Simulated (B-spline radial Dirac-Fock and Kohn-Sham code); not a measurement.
Br⁴⁺ in Watson spheres of different radius

Model: Dirac-Fock energy differences between relaxed states, corrected for Breit and QED terms. Program: a radial finite-basis atomic code. The ion, [Ar] 3d10 4s2 4p1, sits in a hollow sphere of charge Q = -4, a simple model of the Madelung potential. Inside the sphere an electron's potential energy is raised by the constant 14.40·|Q|/R eV, so binding energies fall by about that much as long as the orbitals stay inside.

```tsv
radius (Å)	14.40 |Q|/R (eV)	1s (eV)	2s (eV)	2p1/2 (eV)	2p3/2 (eV)	3s (eV)	3p1/2 (eV)	3p3/2 (eV)	3d3/2 (eV)	3d5/2 (eV)	4s (eV)	4p (eV)
1.6	36.00	13505.8	1819.4	1628.4	1581.8	289.8	222.3	215.4	98.91	97.88	36.16	22.47
3	19.20	13522.5	1836.0	1645.1	1598.5	306.5	239.0	232.0	115.6	114.6	52.86	39.12
```

From the smallest to the largest radius 1s moves by +16.7 eV, while the constant potential alone would give +16.8 eV; the difference comes from charge outside the sphere and its screening.

Values without a named source are computed, but for edge energies of neutral atoms, which are taken from tables.
